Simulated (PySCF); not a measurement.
Compound: CH₈ClPSi₂.
Atom-mapped SMILES: `[SiH3:1][CH2:2][Si@H:3]([PH2:4])[Cl:5]` (hydrogens: H6, H7, H8 on Si1; H9, H10 on C2; H11 on Si3; H12, H13 on P4)

Torsions of this conformer, `[SiH3:1][CH2:2][Si@H:3]([PH2:4])[Cl:5]`: Si1–C2–Si3–P4 65°, H–P4–Si3–C2 -76°, H–P4–Si3–C2 -171°.

The closed-shell ground state was solved at several levels (PySCF, density fitting, gas phase, non-relativistic). The structure is a single PBE0-D3(BJ)/def2-SVP conformer in the gas phase; no vibrational or solvent corrections.

```
         level  basis functions  total energy (Eh)  HOMO (eV)  LUMO (eV)  gap (eV)  dipole (D)
 B3LYP/cc-pVTZ              278         -1423.6725      -7.41      -0.25      7.16        1.31
B97-2/pcSseg-1              153         -1423.5258      -7.50      -0.07      7.43        1.28
 PBE0/pcSseg-0               77         -1421.2065      -7.80      -0.17      7.63        1.24
 PBE0/pcSseg-1              153         -1422.8799      -7.73      -0.06      7.67        1.26
 PBE0/def2-SVP              126         -1422.4778      -7.58       0.22      7.80        1.12
    PBE0/6-31G               77         -1422.7305      -7.65      -0.10      7.55        1.60
 PBE0/pcSseg-2              320         -1423.0301      -7.68      -0.24      7.44        1.30
```

Q: Estimate the row for PBE0/cc-pVTZ, a basis of 278 functions; the other rows only guide the guess.

A: Total energy -1423.0160 Eh, HOMO -7.64 eV, LUMO -0.05 eV, gap 7.59 eV, dipole 1.26 D.

Q: Over all these levels, which gives the widest orbital gap and which the narrowest?

A: PBE0/def2-SVP (global hybrid, 25 % exact exchange) has the widest, 7.80 eV, and B3LYP/cc-pVTZ (global hybrid, 20 % exact exchange) the narrowest, 7.16 eV. Functional and basis both differ between the two, so the spread mixes both effects.

Q: How much does the basis alone move the frontier levels among the 6 PBE0 rows (the withheld one included)?

A: The HOMO by 0.22 eV and the LUMO by 0.46 eV. By rising basis size (HOMO, LUMO in eV): pcSseg-0 -7.80, -0.17; 6-31G -7.65, -0.10; def2-SVP -7.58, 0.22; pcSseg-1 -7.73, -0.06; cc-pVTZ -7.64, -0.05; pcSseg-2 -7.68, -0.24.

Q: How far do the dipole and the HOMO energy spread over the levels?

A: The dipole runs from 1.12 to 1.60 D (mean 1.30 D) and the HOMO from -7.80 to -7.41 eV.
